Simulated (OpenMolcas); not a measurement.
**SnSiH4ClF (SMILES [F][SnH]([SiH3])[Cl]): the vertical ionisation energy from total energies**

SnSiH4ClF: 8 atoms, total charge 0, spin state singlet. As SMILES, `[F][SnH]([SiH3])[Cl]`. Geometry: relaxed at PBE0-D4/def2-TZVP.

Both states at this one shape; open shells run unrestricted unless said. 1 Eh = 27.2114 eV.

```
                           level     program  singlet SnSiH4ClF (Eh)  doublet SnSiH4ClF+ (Eh)  HOMO of the first (eV)
                       HF/STO-3G  OpenMolcas            -6803.952299             -6803.701941                   -8.54
 BHLYP/def2-SVP (core potential)  OpenMolcas            -1065.871002             -1065.483356                   -9.41
M06-2X/def2-SVP (core potential)  OpenMolcas            -1065.842473             -1065.454042                   -9.44
```

Q: Work out the vertical ionisation energy at each level.

A: 
1. HF/STO-3G: -6803.701941 − (-6803.952299) = 0.250358 Eh = 6.81 eV; −ε(HOMO) = 8.54 eV.
2. BHLYP/def2-SVP (core potential): -1065.483356 − (-1065.871002) = 0.387646 Eh = 10.55 eV; −ε(HOMO) = 9.41 eV.
3. M06-2X/def2-SVP (core potential): -1065.454042 − (-1065.842473) = 0.388431 Eh = 10.57 eV; −ε(HOMO) = 9.44 eV.

No measured value is set beside it here; the levels span 6.81 to 10.57 eV. In Hartree–Fock, −ε(HOMO) (Koopmans) exceeds the difference of totals by the orbital relaxation of the ion. Hartree–Fock favours the state with fewer electron pairs, since it lacks pair correlation. Spin-orbit coupling, which splits open shells on such heavy atoms by tenths of an eV, is left out. Minimal sets are far from the basis-set limit. All-electron rows are non-relativistic unless named.
